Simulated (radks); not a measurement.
Values are calculated unless marked as measured or tabulated.
Numerical settings for neutral barium, [Xe] 6s2. Code: a radial shooting solver on a logarithmic mesh with Libxc functionals. Model: scalar-relativistic Kohn-Sham, r2SCAN, spin-polarised, spherical densities, finite nucleus; meta-GGA in the generalised Kohn-Sham scheme; Fermi nuclear charge, rms radius 4.8378 fm. The defaults (mesh step 0.008 in ln r, mesh end at 40 bohr or more with all orbitals vanishing there, Anderson mixing 0.5 over 9 steps, residual threshold near 1e-9 with the energy settled to 1e-9 hartree or 1e-11 of itself, here a cap of 89 iterations) give E = -8136.259 hartree and 6s at -3.267 eV in 13 iterations. Run on one thread of a shared host, so times are rough (Arm Neoverse V1): 0.24 s of CPU time, 0.24 s wall, 13 iterations on 2440 mesh points. Changes against that run (0 stands for a change within the tolerance of the run):

| setting | iterations | converged | E (mhartree) | e(6s) (meV) | CPU (s) |
|---|---|---|---|---|---|
| mesh step in ln r 0.05 | 11 | yes | -1.28 | -0.0172 | 0.05 |
| mesh step in ln r 0.2 | 4 | no | diverged | - | 0.02 |
| mesh step in ln r 0.08 | 12 | no | diverged | - | 0.08 |
| mesh end (bohr) 2 | 10 | level above zero | +3.12e+04 | +2.6e+05 | 0.15 |
| mesh end (bohr) 400 | 13 | yes | 0 | 0 | 0.24 |
| residual threshold 0.01 | 9 | yes | 0 | +0.217 | 0.18 |
| residual threshold 1e-05 | 9 | yes | 0 | +0.217 | 0.18 |
| mixing 1 | 12 | yes | 0 | +0.0235 | 0.23 |
| linear mixing, mixing 0.2 | 62 | yes | 0 | +0.0397 | 0.93 |
| linear mixing, mixing 0.05 | 89 | no | +6 | -11.1 | 1.4 |
| mixing history 20 | 12 | yes | 0 | -0.0102 | 0.22 |
| iteration cap 8 | 8 | no | 0 | +0.217 | 0.15 |

Settled on a wrong energy, with an occupied level pushed above zero by the early mesh end: mesh end (bohr) 2 (+31.2 hartree). Apart from these: settings that end as converged yet miss the energy by more than 1 mhartree: mesh step in ln r 0.05 (-0.00128 hartree). A mesh that ends early acts as a hard wall.
